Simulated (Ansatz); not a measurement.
Relaxation of AlB$_{2}$ClH$_{6}$Si (11 atoms, charge 0, multiplicity 1), to a largest force component of 0.02 eV/Å in at most 40 steps.

Method: UKS PBE-D4/STO-3G (Ansatz 0.2.0).

```xyz
11
Properties=species:S:1:pos:R:3
B 1.835 0.447 1.154
B 1.121 -0.993 0.807
Cl 1.895 -2.522 1.426
Al -0.527 -1.113 -0.321
Si -1.624 0.834 -1.142
H 1.273 1.492 0.737
H 2.801 0.568 1.790
H -1.199 -2.535 -0.646
H -0.676 1.578 -1.948
H -1.994 1.698 0.036
H -2.840 0.490 -1.871
```

Question: Where does it end, and by what steps?

Answer: The forces met the threshold. Limits of this set-up: minimal basis. After 24 steps the energy has fallen by 1.361 eV; Cl3 moved furthest, 2.22 Å.

```
step  energy less start (eV)  largest force component (eV/Å)  accepted
   0                  0.0000                           2.501       yes
   1                 -0.3235                           1.042       yes
   2                 -0.3992                           0.472       yes
   3                 -0.4266                           0.126       yes
   4                 -0.4807                           0.327       yes
   5                 -0.5846                           0.429       yes
   6                 -0.6931                           0.601       yes
   7                 -0.8662                           0.491       yes
   8                 -1.0102                           0.368       yes
   9                 -1.1326                           0.314       yes
  10                 -1.1857                           0.785       yes
  11                 -1.2171                           0.807       yes
  12                 -1.2877                           0.256       yes
  13                 -1.3122                           0.362       yes
  14                 -1.3248                           0.422       yes
  15                 -1.3399                           0.248       yes
  16                 -1.3468                           0.223       yes
  17                 -1.3519                           0.114       yes
  18                 -1.3556                           0.105       yes
  19                 -1.3568                           0.091       yes
  20                 -1.3582                           0.071       yes
  21                 -1.3588                           0.102       yes
  22                 -1.3598                           0.078       yes
  23                 -1.3602                           0.049       yes
  24                 -1.3605                           0.020       yes
```

```xyz
11
Properties=species:S:1:pos:R:3
B 2.136 0.149 1.016
B 0.879 -0.774 1.228
Cl 0.167 -1.718 2.570
Al -0.117 -0.809 -0.579
Si -1.817 0.694 -0.964
H 2.048 1.330 1.036
H 3.132 -0.280 0.540
H 0.292 -1.845 -1.608
H -1.349 1.808 -1.781
H -2.366 1.282 0.249
H -2.939 0.106 -1.686
```

Whether the end is a true minimum wasn't checked by a vibrational analysis.

The run took 86 s on 1 thread of Arm Neoverse V2, on a shared host, peak memory 0.18 GiB.
